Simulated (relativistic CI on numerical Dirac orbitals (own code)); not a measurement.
**Pm3+: what numerical and physical settings do to a radial Dirac CI calculation**

Reference input:

```
atom Pm  Z=61  charge=3  electrons=58
nucleus A=145  rms_radius_fm=4.9620
hamiltonian dirac-coulomb  breit=on  qed=on  c_scale=1
orbitals kli  potential=per-configuration
slater_scale 1
correlation none
mixing on
grid step=0.0125 r_max=50.3
scf mixing=0.4 start=green max_iterations=150 tolerance=2e-08 node_fill=0.05
configurations
  [Xe] 4f4
end
```

Computed lowest total energy -10006.35270 Ha, first excitation 1436.1 cm⁻¹, 13 SCF steps. Runs with settings changed; * marks those that are bad on purpose (the QED terms keep the true α when c is scaled):

| Changed | Outcome | Lowest level | ΔE (Ha) | First excitation (cm⁻¹) | SCF steps | Message |
| --- | --- | --- | --- | --- | --- | --- |
| speed of light × 0.8 | converged | 4f⁴ ⁵I4 | -237 | 2205.0 | 14 |  |
| end of the grid at 75.45 bohr, QED terms off | converged | 4f⁴ ⁵I4 | -5.88 | 1428.0 | 13 |  |
| QED terms off | converged | 4f⁴ ⁵I4 | -5.88 | 1428.0 | 13 |  |
| nuclear radius 5.4582 fm, end of the grid at 35.21 bohr | converged | 4f⁴ ⁵I4 | 0.108 | 1436.1 | 13 |  |
| Slater scale 2 * | converged | 4f⁴ ⁵I4 | -0.187 | 1419.8 | 13 |  |
| node fill of the KLI weights 5 * | converged | 4f⁴ ⁵I4 | 0.769 | 2251.2 | 13 |  |

With so few configurations and no correlation, terms lie too far apart (by 10 to 50 % near neutrality), their order can be wrong, and levels of other configurations are missing.
